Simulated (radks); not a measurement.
O2+, configuration 1s1.75 2s2 2p2.25 (fractional occupations, a model configuration).

Method: Dirac Kohn-Sham, PBEsol, spin-unpolarised, spherical densities, finite nucleus; open shells are shared between the two j in proportion to 2j + 1; Fermi nuclear charge, rms radius 2.6991 fm; computed with a radial shooting solver on a logarithmic mesh with Libxc functionals.

Energy parts (Ry):
| part | energy |
|---|---|
| total | -136.27926 |
| kinetic | 136.12986 |
| electron-nucleus | -309.67915 |
| Hartree | 50.44154 |
| exchange-correlation | -13.17152 |

Orbitals (lengths in bohr, moments of r in powers of bohr):
| orbital | occ. | eigenvalue (Ry) | <r^4> | <r^2> |
|---|---|---|---|---|
| 1s1/2 | 1.75 | -42.04905 | 0.007260 | 0.05277 |
| 2s1/2 | 2 | -4.37988 | 2.695 | 1.219 |
| 2p1/2 | 0.75 | -3.28824 | 2.996 | 1.183 |
| 2p3/2 | 1.5 | -3.28395 | 3.007 | 1.185 |

The highest occupied level is 2p3/2 at -44.680 eV. The density falls to 0.001 e/bohr^3 at r = 2.56 bohr. The electron density at the nucleus is 291 e/bohr^3. Summed over all electrons, <r^2> = 5.195 bohr^2, which gives a Langevin (diamagnetic) susceptibility term of -4.11 x 10^-6 cm^3/mol.
